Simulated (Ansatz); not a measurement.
Computed with Ansatz on PBE0-D4/def2-TZVP structures; ΔE is electronic, products minus reactants. CCSD(T)/CBS adds triple-zeta CCSD(T) − MP2 to the extrapolated MP2 energy (def2 sets, frozen cores). Functionals use def2-TZVPP. B3LYP here is the variant with VWN-RPA as its local correlation; programs differ in this. For Se outer-core shells are correlated without core-valence functions, which leaves a few kJ/mol of doubt a bond. Scalar relativity is left out up to krypton. One conformer a species, not always the lowest.

`B[Si](F)(Cl)O[SiH3]` + `O[SiH](F)[SeH]` → `F[SiH]([SeH])O[SiH3]` + `B[Si](O)(F)Cl`  (ligand exchange at the Si–O bond)

| level | ΔE (kcal/mol) | difference from CCSD(T)/CBS |
| --- | --- | --- |
| PBE-D4 | 0.8 | 0.3 |
| r2SCAN-D4 | 0.7 | 0.2 |
| B3LYP-D4 | 0.8 | 0.3 |
| ωB97X-V | 0.7 | 0.2 |
| B3LYP | 1.0 | 0.5 |
| HF/def2-TZVPP | 0.9 | 0.4 |
| MP2/def2-TZVPP | 0.6 | 0.1 |
| SCS-MP2/def2-TZVPP | 0.7 | 0.2 |
| CCSD/def2-TZVPP | 0.7 | 0.2 |
| HF/def2-QZVPP | 0.9 | 0.4 |
| CCSD(T)/CBS | 0.5 | 0 |

Largest T1 diagnostic among the species: 0.011.
